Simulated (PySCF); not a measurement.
C5H7FO, SMILES C=C[C@]1(F)CCO1. Atoms are numbered in the order given.

```xyz
14

C      2.4749    -0.2909     0.1414
C      1.2664    -0.6306    -0.3003
C      0.0074     0.0862     0.0646
F      0.3081     1.2010     0.8017
C     -1.1588    -0.6942     0.6909
C     -1.9504    -0.1546    -0.5013
O     -0.7676     0.4352    -1.0524
H      2.6046     0.5645     0.8088
H      3.3654    -0.8506    -0.1544
H      1.1226    -1.4810    -0.9747
H     -1.4382    -0.3271     1.6863
H     -1.0222    -1.7830     0.7120
H     -2.7196     0.5999    -0.2664
H     -2.3816    -0.9090    -1.1787
```

Geometry optimised at PBE0-D3(BJ)/def2-SVP. The structure was generated by enumeration; whether it is a known compound was not checked. One conformer was computed; it need not be the lowest.

Method: PySCF with PBE/pcSseg-1.

GIAO shieldings, no solvent; atoms listed in one row are averaged. δ = σ(ref) − σ: ¹³C against TMS (σ = 182.0 ppm); ¹⁹F against CFCl3 (σ = 133.6 ppm); ¹⁷O against H2O (σ = 334.3 ppm); ¹H against TMS (σ = 31.49 ppm), references at their B3LYP-D3(BJ)/def2-TZVP geometries, non-relativistic.

### Question
Estimate the chemical shifts. (An estimate is asked for; the answer gives what the named calculation found.)

### Answer

```tsv
nucleus	atoms	count	δ (ppm)
¹³C	C2	1	146.3
¹³C	C1	1	124.3
¹³C	C3	1	123.3
¹³C	C6	1	68.4
¹³C	C5	1	39.0
¹⁹F	F4	1	-149.9
¹⁷O	O7	1	121.9
¹H	H10	1	6.35
¹H	H8	1	6.07
¹H	H9	1	5.71
¹H	H13	1	4.91
¹H	H14	1	4.63
¹H	H11, H12	2	2.97
```
